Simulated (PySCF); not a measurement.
Compound: C7H12N2O.
Structure used (GFN2-xTB), in Å, numbered top down from 1:
```
atom  x, y, z in Å
C1     3.6694    0.3543    0.0197
C2     2.3190    0.1094    0.5653
N3     1.9972   -0.2017    1.7749
N4     0.6511   -0.3266    1.8100
C5     0.2142   -0.0863    0.6203
C6    -1.1976   -0.0964    0.1400
C7    -2.1160   -0.4501    1.3080
C8    -1.5325    1.2976   -0.4047
C9    -1.3205   -1.1408   -0.9764
O10    1.2276    0.2008   -0.2322
H11    4.3962    0.2291    0.8151
H12    3.8788   -0.3474   -0.7861
H13    3.7317    1.3645   -0.3821
H14   -1.8586   -1.4270    1.7069
H15   -3.1508   -0.4606    0.9753
H16   -2.0051    0.2763    2.1077
H17   -0.8595    1.5638   -1.2170
H18   -1.4411    2.0428    0.3828
H19   -2.5530    1.3130   -0.7795
H20   -1.0770   -2.1308   -0.5965
H21   -2.3386   -1.1573   -1.3574
H22   -0.6455   -0.9071   -1.7970
```

Definitions: NICS(0) = −σiso at the ring centroid; NICS(1) = −σiso and NICS(1)zz = −σzz at ±1 Å along the ring normal z. Level: GIAO PBE0/pcSseg-1 (PySCF, non-relativistic, gas phase) on the GFN2-xTB geometry, one conformer.

Ring bond lengths (Å), with Mayer bond orders in brackets: C2–N3 1.290 (1.72), N3–N4 1.352 (1.15), N4–C5 1.290 (1.73), C5–O10 1.355 (1.02), O10–C2 1.355 (1.06).

**Question.** What do the NICS probes read (ppm)?

**Answer.** 
| ring | type | NICS(0) | NICS(1), two faces | NICS(1)zz, two faces | rms pucker (Å) | centre to ring atoms, mean (Å) |
| --- | --- | --- | --- | --- | --- | --- |
| C2–N3–N4–C5–O10 | 5-membered ring with 2 N and O; formal bonds all aromatic | -9.0 | -9.9 / -9.9 | -24.1 / -24.1 | 0.00 | 1.13 |

**Question.** What can be read from them?

**Answer.** 
- C2–N3–N4–C5–O10: mean NICS(1)zz -24.1 ppm, shielded. For a flat ring without four-coordinate atoms the NICS criterion counts such a value as aromatic.

**Question.** How equal are the bonds by HOMA? Use HOMA with the parameters of Krygowski (1993).

**Answer.** 
- C2–N3–N4–C5–O10: HOMA 0.37; the largest term is that of C5–O10, α(R − Ropt)² = 1.28.

**Question.** What field does 1 T along the ring normal induce along that normal at the first NICS(1) probe listed for ring C2–N3–N4–C5–O10, 1 Å off the ring?

**Answer.** NICSzz × B0 = -24.1 ppm × 1 T = -24 μT, against the applied field.

**Question.** What are the shieldings of the ring atoms and their hydrogens in the same run (means over atoms taken as equivalent)?

**Answer.** 
```json
{"atoms": "C2", "environment": "substituted aromatic carbon", "σ isotropic (ppm)": "17.3"}
{"atoms": "N3", "environment": "pyridine-type nitrogen", "σ isotropic (ppm)": "-75.8"}
{"atoms": "N4", "environment": "pyridine-type nitrogen", "σ isotropic (ppm)": "-70.5"}
{"atoms": "C5", "environment": "substituted aromatic carbon", "σ isotropic (ppm)": "6.5"}
{"atoms": "O10", "environment": "furan-type oxygen", "σ isotropic (ppm)": "10.1"}
```

The run took about 2.2 min of CPU time (one thread, shared machine). This is the whole shielding run at PBE0/pcSseg-1, SCF included.
